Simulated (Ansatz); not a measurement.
A run on C₃H₉O₃Sc, SMILES `C[O][Sc]([O]C)[O]C` with other settings.

```yaml
crystal:
  periodic: [false, false, false]
  atoms:
    - {symbol: C, position_ang: [-2.905255, 1.417769, 0.397689]}
    - {symbol: O, position_ang: [-1.672416, 0.818996, 0.213192]}
    - {symbol: Sc, position_ang: [-0.007994, -0.005082, -0.017393]}
    - {symbol: O, position_ang: [0.165494, -1.851769, 0.232247]}
    - {symbol: C, position_ang: [0.324667, -3.213540, 0.413178]}
    - {symbol: O, position_ang: [1.488158, 1.021213, -0.475841]}
    - {symbol: C, position_ang: [2.584344, 1.797962, -0.803974]}
    - {symbol: H, position_ang: [-3.518766, 0.855630, 1.113652]}
    - {symbol: H, position_ang: [-2.797901, 2.441868, 0.778011]}
    - {symbol: H, position_ang: [-3.463150, 1.471876, -0.545958]}
    - {symbol: H, position_ang: [-0.261167, -3.781398, -0.321022]}
    - {symbol: H, position_ang: [-0.010097, -3.522299, 1.411850]}
    - {symbol: H, position_ang: [1.375613, -3.511655, 0.304969]}
    - {symbol: H, position_ang: [2.425063, 2.849284, -0.531225]}
    - {symbol: H, position_ang: [3.487861, 1.449592, -0.287069]}
    - {symbol: H, position_ang: [2.785557, 1.761523, -1.882306]}
basis:
  gaussian: {orbitals: def2-SVP}
hamiltonian: {xc: {name: CAM-B3LYP}, dispersion: d3bj, pseudopotentials: {relativity: none}}
output: {forces: true}
```

```sh
$ ansatz run in.yaml --threads 2 --pin off --events-out ev --progress --plain --max-ram 32768MiB --backend cpu
```

Output, abridged:

```
Functional definition: CAM-B3LYP
1637 factors; integrals over basis functions are off by at most 1.5e-3 eV
439 factors; integrals over basis functions are off by at most 6.1e-6 eV
mean field evaluation 1: about -30075.8573 eV, gradient 8.5e1 eV
mean field evaluation 2: about -30031.7594 eV, gradient 1.8e2 eV
mean field evaluation 4: about -30090.2043 eV, gradient 3.2e0 eV
mean field evaluation 8: about -30090.5085 eV, gradient 1.6e-1 eV
mean field evaluation 16: about -30090.5086 eV, gradient 5.8e-5 eV
mean field -30090.50858939 eV, -1105.8057945807 hartree, gradient 2.6e-5 eV, S^2 0.000000; 0 other end points of the search recorded, 0 dependent functions left out
reference -30090.50875821 eV, -1105.8058007847 hartree; 36, 36 occupied and 124, 124 virtual orbitals, 1637 factors
Total energy: -30090.73470875 eV, -1105.8141043141 hartree
Atom 0 at    -2.905255     1.417769     0.397689 Å, force     0.376210    -0.182099    -0.053546 eV/Å
Atom 1 at    -1.672416     0.818996     0.213192 Å, force     0.225197    -0.113017    -0.033593 eV/Å
Atom 2 at    -0.007994    -0.005082    -0.017393 Å, force     0.000351    -0.000102     0.003851 eV/Å
Atom 3 at     0.165494    -1.851769     0.232247 Å, force    -0.023284     0.251594    -0.035514 eV/Å
Atom 4 at     0.324667    -3.213540     0.413178 Å, force    -0.048034     0.416042    -0.054960 eV/Å
Atom 5 at     1.488158     1.021213    -0.475841 Å, force    -0.203249    -0.138775     0.060119 eV/Å
Atom 6 at     2.584344     1.797962    -0.803974 Å, force    -0.334759    -0.235952     0.102513 eV/Å
Atom 7 at    -3.518766     0.855630     1.113652 Å, force    -0.193901    -0.105281     0.175052 eV/Å
Atom 8 at    -2.797901     2.441868     0.778011 Å, force    -0.026591     0.263018     0.097069 eV/Å
Atom 9 at    -3.463150     1.471876    -0.545958 Å, force    -0.177020     0.035707    -0.213223 eV/Å
Atom 10 at    -0.261167    -3.781398    -0.321022 Å, force    -0.129958    -0.186297    -0.164223 eV/Å
Atom 11 at    -0.010097    -3.522299     1.411850 Å, force    -0.070789    -0.126597     0.240131 eV/Å
Atom 12 at     1.375613    -3.511655     0.304969 Å, force     0.251950    -0.127450    -0.017213 eV/Å
Atom 13 at     2.425063     2.849284    -0.531225 Å, force     0.009433     0.276727     0.050688 eV/Å
Atom 14 at     3.487861     1.449592    -0.287069 Å, force     0.255099    -0.048280     0.107118 eV/Å
Atom 15 at     2.785557     1.761523    -1.882306 Å, force     0.089345     0.020761    -0.264270 eV/Å
Dipole moment:     0.000191    -0.000028    -0.007735 e Å
```

It took 5.5 s on 2 threads of an AMD EPYC 7R13 on a shared host, with 0.55 GiB of host memory at the peak.
